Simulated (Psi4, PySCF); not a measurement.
The PySCF input:
```python
from pyscf import gto, scf, dft

mol = gto.M(
    atom='''
C     0.00305246    0.00262455    0.66926011
C    -0.00305246   -0.00262455   -0.66926011
Cl    0.00298418    1.45814059    1.57060993
Cl    0.01139454   -1.44577756    1.58195950
Cl   -0.00298418   -1.45814059   -1.57060993
Cl   -0.01139454    1.44577756   -1.58195950
''',
    basis='def2-svp',
    verbose=4,
)

mf = dft.RKS(mol)
mf.xc = 'pbe0'
mf.grids.atom_grid = (99, 590)
mf.grids.prune = None
mf.kernel()
```

Task: Convert this to an input for Psi4.

Result: One answer among several that fit: 
```
memory 2 GB

molecule {
0 1
C     0.00305246    0.00262455    0.66926011
C    -0.00305246   -0.00262455   -0.66926011
Cl    0.00298418    1.45814059    1.57060993
Cl    0.01139454   -1.44577756    1.58195950
Cl   -0.00298418   -1.45814059   -1.57060993
Cl   -0.01139454    1.44577756   -1.58195950
}

set {
  basis def2-svp
  scf_type pk
  puream true
  d_convergence 1e-8
  dft_radial_points 99
  dft_spherical_points 590
}

energy('pbe0')
print_variables()
```

Both were run: PySCF gave -1915.642162 Eh and Psi4 -1915.642162 Eh, 0.000 mEh apart.
